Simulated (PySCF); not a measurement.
BH₂, SMILES [BH2], multiplicity 2. Geometry optimised at PBE0-D3(BJ)/def2-TZVPD. The isomer is the one that the SMILES or the coordinates give; other isomers of the formula were not compared.

Computed equilibrium geometry at PBE0-D3(BJ)/def2-TZVPD (PySCF confirms it by a frequency run) as bond lengths and angles, and its point group:
point group C2v.
Atoms: B1 H2 H3. Bond lengths (Å): B1–H2 1.191, B1–H3 1.191. Bond angles (°): H2–B1–H3 129.4.
Charge 0, spin multiplicity 2.
